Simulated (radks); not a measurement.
Values are calculated unless marked as measured or tabulated.
All-electron atom: Pt46+ in [Ar] 3d10 4s2 4p2. Code: a radial shooting solver on a logarithmic mesh with Libxc functionals. Model: scalar-relativistic Kohn-Sham, BLYP, spin-polarised, spherical densities, finite nucleus; open shells are filled with parallel spins first (spin-orbit coupling, left out, can overturn this in heavy ions); Fermi nuclear charge, rms radius 5.427 fm.

Normalised radial functions P(r) = r R(r), r in bohr:

```
   r/bohr * 4s down (the largest magnitude, 1.86, reaches the edge; | marks zero)
 0.002114                             |    *
  0.00303                             |     *
 0.004343                             |      *
 0.006176                             |       *
 0.008852                             |       *
  0.01269                             |     *
  0.01819                             | *
  0.02607                        *    |
  0.03706                  *          |
  0.05312                 *           |
  0.07614                          *  |
   0.1091                             |            *
   0.1552                             |                *
   0.2224                          *  |
   0.3188  *                          |
    0.457      *                      |
   0.6498                      *      |
   0.9314                            *|
```

4s down: eigenvalue -2619.0 eV, 3 radial nodes at r = 0.0202, 0.0813, 0.214 bohr, <r> = 0.367 bohr, 90 % of the charge inside 0.518 bohr.
